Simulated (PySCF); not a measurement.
C5H6ClFO.
SMILES: `C(=C(/C(Cl)=O)C)(/C)F`

Torsions of this conformer, `[CH3:1]/[C:2]([F:3])=[C:4](/[CH3:5])[C:6](=[O:7])[Cl:8]`: C2–C4–C6–O7 1°.

The closed-shell ground state was solved at several levels (PySCF, density fitting, gas phase, non-relativistic). Geometry: PBE0-D3(BJ)/def2-SVP, one conformer, isolated molecule.

```json
{"level": "KT2/pcSseg-1", "basis functions": "173", "total energy (Eh)": "-838.5623", "HOMO (eV)": "-6.67", "LUMO (eV)": "-2.74", "gap (eV)": "3.93", "dipole (D)": "2.59"}
{"level": "CAM-B3LYP/def2-SVPD", "basis functions": "221", "total energy (Eh)": "-828.8696", "HOMO (eV)": "-9.12", "LUMO (eV)": "-0.88", "gap (eV)": "8.24", "dipole (D)": "2.32"}
```

Task: What might PBE0/pcSseg-1 (173 basis functions) give for the same quantities?

Result: Total energy -828.7916 Eh, HOMO -7.81 eV, LUMO -1.90 eV, gap 5.91 eV, dipole 2.53 D.

Task: Over all these levels, which gives the widest orbital gap and which the narrowest?

Result: CAM-B3LYP/def2-SVPD (range-separated hybrid) has the widest, 8.24 eV, and KT2/pcSseg-1 (GGA) the narrowest, 3.93 eV. Functional and basis both differ between the two, so the spread mixes both effects.

Task: How far do the dipole and the HOMO energy spread over the levels?

Result: The dipole runs from 2.32 to 2.59 D (mean 2.48 D) and the HOMO from -9.12 to -6.67 eV.
